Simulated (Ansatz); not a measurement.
Correlation energies of `CS[SiH](N)O` by basis set

```xyz
12

C    -1.8327    1.1493   -0.6257
S    -1.2274   -0.5629   -0.6856
Si    0.7592   -0.3205    0.0081
N     1.4299   -1.8354    0.4034
O     0.6308    0.6999    1.2934
H    -1.3047    1.7761   -1.3441
H    -2.8885    1.1193   -0.8931
H    -1.7218    1.5574    0.3766
H     1.6681    0.2627   -1.0140
H     2.1053   -2.2659   -0.2055
H     0.9298   -2.5126    0.9557
H     1.4521    0.9325    1.7309
```

Charge 0, multiplicity 1. Geometry: relaxed with PBE0-D4/def2-TZVP. It is one conformer, not always the lowest. Frozen core, restricted reference, the Gaussian-basis code of Ansatz. CBS rows extrapolate triple and quadruple zeta; past MP2 they add the triple-zeta difference.

| basis | HF (Eh) | MP2 corr. | CCSD corr. | (T) | CCSD(T) total |
| --- | --- | --- | --- | --- | --- |
| def2-TZVPP | ? | -0.93048 | -0.97665 | -0.03872 | ? |
| def2-QZVPP | -857.96758 | ? | – | – | – |
| CBS(def2) | ? | ? | -1.10354 | as TZ | ? |

Question: Fill in the withheld values. (An estimate is asked.)

Answer: Ansatz gave: def2-TZVPP HF (Eh): -857.93828; def2-TZVPP CCSD(T) total: -858.95365; def2-QZVPP MP2 corr.: -1.00337; CBS(def2) HF (Eh): -857.97162; CBS(def2) MP2 corr.: -1.05737; CBS(def2) CCSD(T) total: -859.11388.
